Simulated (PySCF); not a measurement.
**Dipole moment and polarisability of `F[C@@]12C=C[C@@]3(Cl)[C@@H]1[C@]32Cl`**

C₆H₃Cl₂F.
Cartesian coordinates in Å at the GFN2-xTB level; atoms count from 1:
```xyz
12
C6H3Cl2F angstrom
F     -0.533   -2.363   -0.121
C     -0.131   -1.081   -0.089
C      1.303   -0.720   -0.189
C      1.328    0.613   -0.125
C     -0.091    1.031    0.012
Cl    -0.545    2.694    0.136
C     -0.994    0.021   -0.689
C     -0.864   -0.052    0.768
Cl    -1.933   -0.076    2.097
H      2.097   -1.431   -0.278
H      2.155    1.292   -0.148
H     -1.790    0.072   -1.400
```

Level: PBE0/def2-SVPD (PySCF), static field, nuclei fixed, core orbitals frozen in the response. The polarisability tensor in these axes (au):

```
x    87.91  -1.41 -11.71
y    -1.41  96.88   0.01
z   -11.71   0.01  78.87
```

Question: Give the principal values, the mean and the anisotropy Δα = √{½[(α1 − α2)² + (α2 − α3)² + (α1 − α3)²]}.

Answer: Principal values 70.81, 95.16 and 97.69 au; mean 87.88 au = 13.02 Å³ = 14.49 × 10⁻⁴⁰ C²·m²/J; Δα = 25.71 au (29 % of the mean).

Question: What is the dipole moment, and where does it point?

Answer: (0.95, 0.07, -1.20) D, 1.53 D in size, pointing from the negative to the positive side. Measured along this direction, the outermost atoms are Cl9 at the negative end and H11 and H10 at the positive end.

Question: Molar refractivity from α?

Answer: Lorentz–Lorenz: R = (4π/3)N_A α = 2.5225 cm³/(mol·Å³) × 13.02 Å³ = 32.9 cm³/mol, in the limit of long wavelengths.

Question: Traceless (Buckingham) quadrupole moment about the centre of nuclear charge: eigenvalues?

Answer: -6.54, -0.38, 6.92 D·Å. The values depend on the origin, since the dipole doesn't vanish. The electronic extent ⟨r²⟩ about the same centre is 1411 bohr², a root-mean-square distance of 2.20 Å for the 82 electrons.

Question: Find the Langevin capture rate constant for H3+ (3.023 u) meeting this molecule (163.960 u), k = 2.342 × 10⁻⁹ cm³/s × √(α in Å³ / reduced mass in u).

Answer: The reduced mass is 2.97 u, so k = 4.91 × 10⁻⁹ cm³/s. The formula leaves out the permanent dipole, which adds to the capture rate.

Question: Form Σ f/ω² (atomic units) for the 6 lowest TDDFT singlets, given as eV and f, and set it beside the mean polarisability, which is this sum over all singlets: 5.57, 0.0234; 5.94, 0.0260; 5.99, 0.0063; 6.26, 0.0764; 6.52, 0.0032; 6.58, 0.0097.

Answer: They add up to 2.90 au, 3.3 % of the 87.88 au; the largest single term is 1.45 au, from the state at 6.26 eV. Terms in order: 0.56, 0.55, 0.13, 1.45, 0.06, 0.17 au. Higher excitations give the rest. The strengths listed sum to 0.145.

Isolated species at its GFN2-xTB geometry, gas phase.
